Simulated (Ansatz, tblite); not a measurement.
Isomers of SnO$_{3}$H$_{2}$ (singlet), found by a short tight-binding search and relaxed with PBE-D4/def2-SVP in Ansatz.

In the def2 sets Sn takes a core potential; there is no spin–orbit coupling. The xTB rows come from tblite. HSE06 is defined as in plane-wave codes, on full-range PBE exchange. Correlated methods freeze 7 core orbitals; core or outer-core shells of Sn are correlated, in sets that lack core-valence functions.

Run but left out: HF/def2-TZVPP (B: restricted singlet, unstable towards broken spin symmetry).

A: It holds 1 O–O bond. B: The restricted singlet is unstable towards broken spin symmetry in Hartree–Fock (as tested in another run); at PBE-D4/def2-TZVP, BLYP-D4/def2-TZVP, r2SCAN-D4/def2-TZVP, PBE0-D4/def2-TZVP and others this wasn't settled. At CCSD(T)/def2-TZVPP T1 of the charge 0 singlet is large (up to 0.033), so the single-reference result is doubtful. At CCSD(T)/def2-TZVPP the restricted singlet (for correlated methods, its reference) is unstable: a solution with broken spin symmetry lies lower. It holds 1 O–O bond. C: It holds 1 O–O bond.

Other spin states weren't relaxed.

A:

Cartesian coordinates in Å:
```
Sn 1.197 -0.150 -0.956
O -0.664 0.407 -1.558
O 0.413 -1.090 0.799
O 0.647 0.280 1.352
H -0.272 0.630 1.378
H -1.321 -0.078 -1.015
```

B:

```tsv
atom	x (Å)	y (Å)	z (Å)
Sn1	0.511	0.812	1.173
O2	-0.662	1.052	-0.797
O3	-1.494	0.139	-0.386
O4	-0.405	-1.158	0.342
H5	2.003	0.566	0.163
H6	0.047	-1.413	-0.495
```

C:

```xyz
6

Sn    0.057   -0.349    1.338
O     0.733    1.080   -0.531
O     1.002   -0.386   -0.575
O    -1.761   -0.839    0.600
H    -1.676   -0.943   -0.371
H     1.646    1.436   -0.460
```

Q: Estimate which lies lowest at each level, and how far above it the others are (eV).

A: 
| level | A | B | C |
| --- | --- | --- | --- |
| GFN1-xTB | 0.00 | 4.33 | 0.06 |
| GFN2-xTB | 0.00 | 3.53 | 0.02 |
| PBE-D4/def2-TZVP | 0.00 | 3.48 | 0.00 |
| BLYP-D4/def2-TZVP | 0.01 | 3.47 | 0.00 |
| r2SCAN-D4/def2-TZVP | 0.00 | 3.74 | 0.00 |
| PBE0-D4/def2-TZVP | 0.01 | 4.00 | 0.00 |
| HSE06-D4/def2-TZVP | 0.01 | 4.00 | 0.00 |
| MP2/def2-TZVPP | 0.00 | 4.34 | 0.00 |
| CCSD/def2-TZVPP | 0.00 | 4.39 | 0.00 |
| CCSD(T)/def2-TZVPP | 0.00 | 4.03 | 0.00 |
Point groups (tolerance 0.1 Å): A not assigned, B not assigned, C not assigned. A and C have the same bonds, so they are conformers or stereoisomers. Lower isomers may exist.
